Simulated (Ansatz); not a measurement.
Geometry optimisation, RKS PBE-D4/def2-SVP in Ansatz.

Input file:

```yaml
crystal:
  periodic: [false, false, false]
  atoms:
    - { symbol: F, position_ang: [-0.7544, 2.488, 0.3705] }
    - { symbol: C, position_ang: [-0.7833, 1.1634, 0.1503] }
    - { symbol: "N", position_ang: [0.5535, 0.6784, 0.2804] }
    - { symbol: Sn, position_ang: [0.6651, -1.3533, -0.0362] }
    - { symbol: H, position_ang: [-1.1651, 0.9424, -0.886] }
    - { symbol: H, position_ang: [-1.4353, 0.6984, 0.9047] }
    - { symbol: H, position_ang: [1.1873, 1.1067, -0.4639] }
    - { symbol: H, position_ang: [-0.0064, -1.6787, -1.6361] }
    - { symbol: H, position_ang: [-0.4099, -2.1289, 1.211] }
    - { symbol: H, position_ang: [2.2316, -1.9678, 0.1083] }
basis:
  gaussian: { orbitals: def2-SVP }
hamiltonian:
  xc: pbe
  dispersion: d4
relax:
  f_tol: 0.02
  max_steps: 50
```

Run as:

```bash
$ ansatz run input.yaml --threads 2 --pin off --max-ram 3072MiB --backend cpu --events-out ev --progress --plain --runs-dir out
```

**Question.** Where does it end, and by what steps?

**Answer.** It converged. The force dipped under the threshold on the way, but the program's further checks kept it going. After 21 steps the energy has fallen by 0.539 eV; F1 moved furthest, 1.51 Å.

| step | energy less start (eV) | largest force component (eV/Å) | accepted |
| --- | --- | --- | --- |
| 0 | 0.0000 | 1.634 | yes |
| 1 | -0.1701 | 1.085 | yes |
| 2 | -0.2620 | 0.503 | yes |
| 3 | -0.2759 | 0.555 | yes |
| 4 | -0.3009 | 0.808 | yes |
| 5 | -0.3511 | 0.254 | yes |
| 6 | -0.3580 | 0.523 | yes |
| 7 | -0.3986 | 0.347 | yes |
| 8 | -0.4251 | 0.201 | yes |
| 9 | -0.4525 | 0.702 | yes |
| 10 | -0.4768 | 0.458 | yes |
| 11 | -0.4960 | 0.227 | yes |
| 12 | -0.4977 | 0.222 | yes |
| 13 | -0.5036 | 0.236 | yes |
| 14 | -0.5035 | 0.334 | no |
| 15 | -0.5167 | 0.134 | yes |
| 16 | -0.5269 | 0.061 | yes |
| 17 | -0.5317 | 0.237 | yes |
| 18 | -0.5349 | 0.142 | yes |
| 19 | -0.5386 | 0.054 | yes |
| 20 | -0.5391 | 0.012 | yes |
| 21 | -0.5393 | 0.015 | yes |

```xyz
10
Properties=species:S:1:pos:R:3
F 0.122 1.617 1.231
C -0.694 1.267 0.118
N -0.081 0.371 -0.783
Sn 0.570 -1.444 0.021
H -0.954 2.223 -0.391
H -1.615 0.815 0.549
H 0.643 0.833 -1.347
H 0.790 -2.489 -1.337
H -0.742 -1.938 1.023
H 2.044 -1.305 0.918
```

Time of the run: 39 s on 2 threads of AMD EPYC 7B13 (Zen 3), on a shared host, peak memory 0.17 GiB.
